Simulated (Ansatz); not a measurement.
Cost and result up the ladder for Ga5F (the lowest singlet isomer of a short search) (6 atoms). The state is a singlet with charge 0. Geometry: PBE-D4/def2-SVP.

```csv
atom,x (Å),y (Å),z (Å)
Ga1,0.396,-1.393,-0.282
Ga2,1.619,0.373,-1.549
Ga3,-1.211,0.472,-1.522
Ga4,1.408,0.655,1.260
Ga5,-1.191,1.042,1.052
F6,-1.021,-1.149,1.041
```

Ansatz on 4 threads of Arm Neoverse V2 on a shared host. Times are rough, and most runs start from the orbitals of an earlier one. No level here is sound enough to serve as a yardstick. Binding counts from free atoms at the same level (Ga doublet, F doublet; other spins of the atoms weren't run), without zero-point energy or a counterpoise term.

B3LYP takes the VWN-RPA correlation. HSE06 is defined as in plane-wave codes, on full-range PBE exchange. Correlated methods freeze 46 core orbitals; core or outer-core shells of Ga are correlated, in sets that lack core-valence functions. The rows differ in basis, and correlated rows in double-zeta sets carry the largest basis error. The structure comes from a short search, and lower isomers may exist.

Run but left out: HF/STO-3G, PBE-QIDH/def2-TZVP (restricted singlet, unstable in another Hartree–Fock run and untested here).

Correlated methods converge slowly with the basis, most of all in double-zeta sets.

```tsv
level	functions	wall time	binding energy per atom (eV)	remarks
PBE-D4/def2-SVP	174	2.6 s	2.36	restricted SCF unstable in HF
PBE-D4/def2-TZVP (with forces)	271	6 s	2.32	restricted SCF unstable in HF
PBE0-D4/def2-SVP	174	6 s	2.19	restricted SCF unstable in HF
r2SCAN-D4/def2-TZVP	271	11 s	2.25	restricted SCF unstable in HF
HSE06-D4/def2-TZVP	271	13 s	2.17	restricted SCF unstable in HF
B3LYP-D4/def2-TZVP	271	14 s	2.08	restricted SCF unstable in HF
MP2/def2-TZVP	271	16 s	2.35	restricted SCF unstable
PBE0-D4/def2-TZVP	271	17 s	2.17	restricted SCF unstable in HF
CCSD(T)/def2-SVP	174	1.8 min	1.98	restricted SCF unstable
```
